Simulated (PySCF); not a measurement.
# Telling isomers of C6H11NOSi apart by NMR

PySCF 2.14 calculation with NMR shieldings at PBE0/pcSseg-1/GIAO and GFN2-xTB geometry; one computed conformer, non-relativistic, in vacuum, averaged over atoms made equivalent by symmetry, fast rotation or ring inversion.

References, each an isolated molecule treated in the same way: ¹H (σref 31.72), ¹³C (σref 186.93) vs TMS. Where no couplings were computed, multiplicities follow the n + 1 count of equivalent neighbours, and m marks all less simple cases (inequivalent or close neighbours, rings, F or P nearby). Shifts are as computed. Against solution values, carbons near 30 ppm lie about +3 ppm off and those near 130 ppm about +5 ppm. Of 1211 compounds with measured shifts, 218 miss one by over three times the rms of a fit or turn the order of signals round; such compounds aren't used in these exercises.

(1) Tabulate the signals of `CCCO[SiH2]/C=C/C#N`, `CO[SiH2]/C=C/CCC#N`, `C=NC(=O)/C=C\[SiH](C)C` and their relative energies.

(2) What is the quickest way to tell CCCO[SiH2]/C=C/C#N from C=NC(=O)/C=C\[SiH](C)C?

(3) What is the quickest way to tell CO[SiH2]/C=C/CCC#N from C=NC(=O)/C=C\[SiH](C)C?

(4) What is the quickest way to tell CCCO[SiH2]/C=C/C#N from CO[SiH2]/C=C/CCC#N?

Results:

(1) 
```tsv
SMILES	carbon types	δC	δH	E rel. (kcal/mol)
CCCO[SiH2]/C=C/C#N	1×C 2×CH 2×CH2 1×CH3	159.1, 124.5, 122.7, 70.2, 30.3, 11.0	6.97 (m, 1H), 6.24 (d, 1H), 5.19 (d, 2H), 3.82 (t, 2H), 1.83 (m, 2H), 0.97 (t, 3H)	0.0
CO[SiH2]/C=C/CCC#N	1×C 2×CH 2×CH2 1×CH3	156.1, 131.1, 123.6, 54.2, 40.9, 18.1	6.46 (m, 1H), 5.69 (m, 1H), 5.07 (d, 2H), 3.88 (s, 3H), 2.58 (m, 2H), 2.18 (t, 2H)	2.7
C=NC(=O)/C=C\[SiH](C)C	1×C 2×CH 1×CH2 2×CH3	177.6, 168.8, 149.7, 141.0, -0.6	7.71 (d, 1H), 7.43 (d, 1H), 7.38 (m, 1H), 6.61 (d, 1H), 5.02 (m, 1H), 0.19 (d, 6H)	9.4
```

Energies are electronic energies at PBE0/pcSseg-1 on these geometries, without zero-point or thermal terms, each for the one conformer computed, which needn't be the lowest.

(2) Count the carbon signals: 6 against 5. The first has an sp3 CH2 bonded to O at 70.2 ppm, the second a C=N carbon (CH2) at 149.7 ppm. Their most deshielded carbons lie at 159.1 and 177.6 ppm. In the proton spectra the most deshielded non-exchanging signals are 6.97 (m, 1H) and 7.71 (d, 1H).

(3) Count the carbon signals: 6 against 5. The first has an allylic sp3 CH2 at 40.9 ppm, the second a C=N carbon (CH2) at 149.7 ppm. Their most deshielded carbons lie at 156.1 and 177.6 ppm. In the proton spectra the most deshielded non-exchanging signals are 6.46 (m, 1H) and 7.71 (d, 1H).

(4) Both give the same number of carbon signals, with the same numbers of each carbon type, so the positions decide. The first has a methyl carbon (CH3) at 11.0 ppm, the second a methyl carbon bonded to O (CH3) at 54.2 ppm. Their most deshielded carbons lie at 159.1 and 156.1 ppm. In the proton spectra the most deshielded non-exchanging signals are 6.97 (m, 1H) and 6.46 (m, 1H).
